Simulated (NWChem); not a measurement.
System meant: C₂H₅BN₂O; SMILES NB1COC=N1

Input file for NWChem:

```
start job
memory heap 200 mb stack 900 mb global 1100 mb
geometry units angstroms noautoz
  N      0.035925    -2.170305     0.000000
  B     -0.008298    -0.769056     0.000000
  C      1.200175     0.286110     0.000000
  O      0.480733     1.559846     0.000000
  C     -0.837518     1.242765     0.000000
  N     -1.245823     0.020541     0.000000
  H      0.890203    -2.723832     0.000000
  H     -0.823527    -2.720479     0.000000
  H      1.857552     0.272170    -0.895139
  H      1.857552     0.272170     0.895139
  H     -1.478793     2.146087     0.000000
end
basis spherical
  * library def2-svp
end
dft
  odft
  mult 2
  xc b3lyp
  iterations 150
  mulliken
end
task dft energy
```

End of the output:

```
 Summary of "ao basis" -> "ao basis" (spherical)
 ------------------------------------------------------------------------------
       Tag                 Description            Shells   Functions and Types
 ---------------- ------------------------------  ------  ---------------------
 N                          def2-svp                 6       14   3s2p1d
 B                          def2-svp                 6       14   3s2p1d
 C                          def2-svp                 6       14   3s2p1d
 O                          def2-svp                 6       14   3s2p1d
 H                          def2-svp                 3        5   2s1p

 Summary of "ao basis" -> "ao basis" (spherical)
 ------------------------------------------------------------------------------
       Tag                 Description            Shells   Functions and Types
 ---------------- ------------------------------  ------  ---------------------
 N                          def2-svp                 6       14   3s2p1d
 B                          def2-svp                 6       14   3s2p1d
 C                          def2-svp                 6       14   3s2p1d
 O                          def2-svp                 6       14   3s2p1d
 H                          def2-svp                 3        5   2s1p

      Symmetry analysis of basis
      --------------------------

        a'         77
        a"         32

  number of electrons :                   44
  multiplicity        :                    2
 ------------------------------------------------------------------------
  no. of electrons and multiplicity not compatible                  44
 ------------------------------------------------------------------------
 ------------------------------------------------------------------------
  current input line :
    26: task dft energy
 ------------------------------------------------------------------------
 ------------------------------------------------------------------------
 There is an error in the input file
 ------------------------------------------------------------------------
 For more information see the NWChem manual at https://nwchemgit.github.io

0: no. of electrons and multiplicity not compatible:Received an Error in Communication
```

Problem. Can this run be used? If not, why, and what is the fix?

Solution. The program refused the input. Cause: the multiplicity doesn't fit the number of electrons (an even count wants an odd multiplicity, and the reverse). This input runs:
```
start job
memory heap 200 mb stack 900 mb global 1100 mb
geometry units angstroms noautoz
  N      0.035925    -2.170305     0.000000
  B     -0.008298    -0.769056     0.000000
  C      1.200175     0.286110     0.000000
  O      0.480733     1.559846     0.000000
  C     -0.837518     1.242765     0.000000
  N     -1.245823     0.020541     0.000000
  H      0.890203    -2.723832     0.000000
  H     -0.823527    -2.720479     0.000000
  H      1.857552     0.272170    -0.895139
  H      1.857552     0.272170     0.895139
  H     -1.478793     2.146087     0.000000
end
basis spherical
  * library def2-svp
end
dft
  xc b3lyp
  iterations 150
  mulliken
end
task dft energy
```
It converges to -288.65044 Ha (B3LYP/def2-SVP).
